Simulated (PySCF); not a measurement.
# Nuclear quadrupole coupling in 4,4,4-trifluorobutan-2-one

Species: 4,4,4-trifluorobutan-2-one, C₄H₅F₃O.
Z-matrix (Å and degrees, PBE0-D3(BJ)/def2-SVP geometry), rows numbered from 1:
```
C 
C   1  1.5034
O   2  1.2047  1  122.46
C   2  1.5270  1  118.51  3  -177.96
C   4  1.5064  2  116.57  1   -43.94
F   5  1.3375  4  111.51  2   -51.49
F   5  1.3341  4  110.97  2  -171.45
F   5  1.3398  4  112.10  2    68.73
H   1  1.1014  2  109.78  3  -112.92
H   1  1.1002  2  111.32  3   129.24
H   1  1.0967  2  109.03  3     6.91
H   4  1.0977  2  107.50  1  -166.15
H   4  1.1022  2  108.58  1    77.35
```

Field gradients from the PBE0/pcSseg-1 density (PySCF, non-relativistic), principal values in atomic units, ordered |Vxx| ≤ |Vyy| ≤ |Vzz|:

```json
{"atom": "O3", "Vxx": "0.4993", "Vyy": "1.5800", "Vzz": "-2.0794"}
```

Find the asymmetry η = (Vxx − Vyy)/Vzz and the couplings χ = eQV/h (234.96 MHz × Q in barn × V in au), with Q(17O) = −0.0256 b.

```
atom    environment  nucleus     η  χzz (MHz)  χxx (MHz)  χyy (MHz)
  O3  ketone oxygen      17O  0.52      12.51      -3.00      -9.50
```

What is Vzz at O3 in SI units (1 au = 9.71736 × 10²¹ V/m²)?

-2.0794 au = -20.206 × 10²¹ V/m².

And the gradient at the other heavy atoms, for which no coupling is worked out here?

```
atom                       environment  Vzz (au)     η
  C1  methyl carbon next to a carbonyl    -0.071  0.91
  C2            ketone carbonyl carbon     0.527  0.20
  C4     sp3 carbon next to a carbonyl     0.100  0.70
  C5                        CF3 carbon    -0.440  0.03
  F6           fluorine of a CF3 group     2.880  0.06
  F7           fluorine of a CF3 group     2.900  0.04
  F8           fluorine of a CF3 group     2.879  0.05
```

What couplings would deuterons (Q(2H) = 0.00286 b) have in place of the hydrogens, at this geometry?

```json
{"atom": "H9", "bonded to": "C1", "bond length (Å)": "1.101", "Vzz (au)": "0.2866", "η": "0.04", "χzz (kHz)": "193"}
{"atom": "H10", "bonded to": "C1", "bond length (Å)": "1.100", "Vzz (au)": "0.2900", "η": "0.05", "χzz (kHz)": "195"}
{"atom": "H11", "bonded to": "C1", "bond length (Å)": "1.097", "Vzz (au)": "0.2941", "η": "0.01", "χzz (kHz)": "198"}
{"atom": "H12", "bonded to": "C4", "bond length (Å)": "1.098", "Vzz (au)": "0.2844", "η": "0.04", "χzz (kHz)": "191"}
{"atom": "H13", "bonded to": "C4", "bond length (Å)": "1.102", "Vzz (au)": "0.2808", "η": "0.04", "χzz (kHz)": "189"}
```

Geometry: PBE0-D3(BJ)/def2-SVP, one conformer, isolated molecule. With a basis this small, the couplings can be 20 % off.

These values come from a run that also computed NMR shieldings. Time: 18 s (with the writing of density and orbital grids); peak memory 0.95 GiB. Hardware: one thread of an Arm Neoverse V2, on a shared host.
